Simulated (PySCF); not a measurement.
H₂O, SMILES O. Atoms are numbered in the order given.

```xyz
3

O      0.0000     0.0000    -0.1169
H      0.0000    -0.7650     0.4676
H      0.0000     0.7650     0.4676
```
Charge 0, spin multiplicity 1.

Geometry optimised at B3LYP-D3(BJ)/def2-TZVP.

Two levels are set side by side: PBE/pcSseg-2 (PySCF) and B3LYP/pcSseg-2 (PySCF). GIAO shifts against H2O (¹⁷O), TMS (¹H) at the same level; non-relativistic, no solvent, atoms listed together averaged. Differences are taken from unrounded values.

```tsv
quantity	B3LYP
δ(¹⁷O) of O1 (ppm)	0.0
δ(¹H) of H2, H3 (ppm)	0.82
```

Q: What does PBE give, and how far is it from B3LYP? (An estimate is asked for; the answer gives what the named calculation found.)

A: 
| quantity | PBE | PBE minus B3LYP |
|---|---|---|
| δ(¹⁷O) of O1 (ppm) | 0.0 | 0.0 |
| δ(¹H) of H2, H3 (ppm) | 0.44 | -0.38 |

Rough cost on one machine, each run with all the roots and properties that it gave: B3LYP against PBE within a factor of 2.
